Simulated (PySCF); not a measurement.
**[CeH3(NH3)]+ at several levels of theory**

Computed with PySCF 2.14.0 (density fitting, no spin-orbit coupling) at the geometry relaxed with PBE0:

```xyz
8
[CeH3(NH3)]+ (singlet)
Ce    0.1499   -0.1499    0.1499
H     1.4691    1.0267    0.9227
H    -1.0267   -0.9227    1.4691
H     0.9227   -1.4691   -1.0267
N    -1.2899    1.2899   -1.2899
H    -2.2758    1.3142   -0.9979
H    -0.9979    2.2758   -1.3142
H    -1.3142    0.9979   -2.2758
```

```csv
level,basis,state,HOMO (eV),gap (eV),charge on Ce1 (e),population of f-type functions on Ce1 (polarisation alone where 4f lies in the core),dipole about the centre of mass (D),largest force component (eV/Å)
PBE0,"Ce lcecp-2-SVP with ECP46, H def2-SVP, N def2-SVP",singlet,–,–,1.38,0.05,6.08,0.00
TPSS,the same,singlet,–,–,1.38,0.05,6.15,0.27
TPSSh,the same,singlet,–,–,1.44,0.05,6.16,0.13
```

In the lcecp rows the 4f levels are missing from HOMO and gap, and the state counts the valence alone.

Charges are Mulliken's, which hang on the basis. The relaxation used the grid (50, 194), these runs (75, 302) or, all-electron (x2c bases, spin-free X2C Hamiltonian), (99, 590).

What does PBE0 with Ce lcecp-2-TZVP with ECP46, H def2-TZVP, N def2-TZVP give here?

state singlet, charge on Ce1 (e) 1.26, population of f-type functions on Ce1 (polarisation alone where 4f lies in the core) 0.07, dipole about the centre of mass (D) 6.07, largest force component (eV/Å) 0.27. Time: 28 s on 2 threads of Intel(R) Xeon(R) Processor @ 2.50GHz (Skylake/Cascade Lake), with other jobs on the host, from free ions and atoms.
